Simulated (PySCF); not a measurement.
**Where the electron goes**

Species: C₅H₉ClSi₂.
Numbering: `[CH:1]#[C:2][C@@H:3]1[SiH2:4][CH2:5][Si@H:6]1[CH2:7][Cl:8]` (hydrogens: H9 on C1; H10 on C3; H11, H12 on Si4; H13, H14 on C5; H15 on Si6; H16, H17 on C7)

The calculation used TDDFT CAM-B3LYP/def2-SVPD, vertical, gas phase, core orbitals frozen in the response (PySCF 2.14.0, density-fitted response routines). The structure is a single PBE0-D3(BJ)/def2-SVP conformer in the gas phase; no vibrational or solvent corrections. Torsions of this conformer, `[CH:1]#[C:2][C@@H:3]1[SiH2:4][CH2:5][Si@H:6]1[CH2:7][Cl:8]`: C5–Si6–C7–Cl8 -64°.

Kohn–Sham orbitals with the atoms that hold most of them (Löwdin shares over 4%, at most four atoms; ? is withheld):

```
orbital  ε (eV)                              atoms
 LUMO+2    1.04   Si4 15%, Si6 14%, C3 12%, C5 10%
 LUMO+1    0.95    Si4 23%, Si6 9%, H17 8%, Cl8 7%
   LUMO    0.59                                  ?
   HOMO   -8.22     C1 30%, C2 25%, C3 18%, Si4 7%
 HOMO-1   -8.83                                  ?
 HOMO-2   -9.62  C5 30%, Si6 13%, Cl8 11%, Si4 11%
 HOMO-3   -9.87   Cl8 46%, C7 12%, C5 11%, Si6 10%
```

Q: Which atoms hold the LUMO, and with what shares?

A: Cl8 (bonded to C) 21%; Si4 (bonded to 2 C and 2 H) 13%; Si6 (bonded to 3 C and H) 11%; C7 (bonded to Cl, Si and 2 H) 9%. By element: silicon 24%, chlorine 21%, carbon 9% or more.

Q: Give the leading atoms of the HOMO-1.

A: C1 (bonded to C and H) 37%; C2 (bonded to 2 C) 34%; C3 (bonded to C, 2 Si and H) 10%; H10 (bonded to C) 4%. By element: carbon 82% or more, hydrogen 4% or more.

Q: How does S1 compare with the orbital gap of 8.81 eV?

A: S1 is at 5.82 eV (f = 0.0058), 2.99 eV below the gap, made of HOMO→LUMO+2 (40%), HOMO→LUMO+7 (14%), HOMO→LUMO+1 (11%). Its leading pair isn't HOMO and LUMO; the energies of that pair differ by 9.25 eV. 

Next come S2 at 6.01 eV (f 0.013), HOMO→LUMO (76%), HOMO→LUMO+2 (12%); S3 at 6.34 eV (f 0.028), HOMO→LUMO+3 (23%), HOMO-1→LUMO+2 (15%), HOMO-1→LUMO+7 (9%); S4 at 6.47 eV (f 0.0047), HOMO→LUMO+2 (29%), HOMO→LUMO+1 (20%); S5 at 6.58 eV (f 0.0052), HOMO-1→LUMO+3 (24%), HOMO→LUMO+1 (18%), HOMO-1→LUMO+10 (14%).
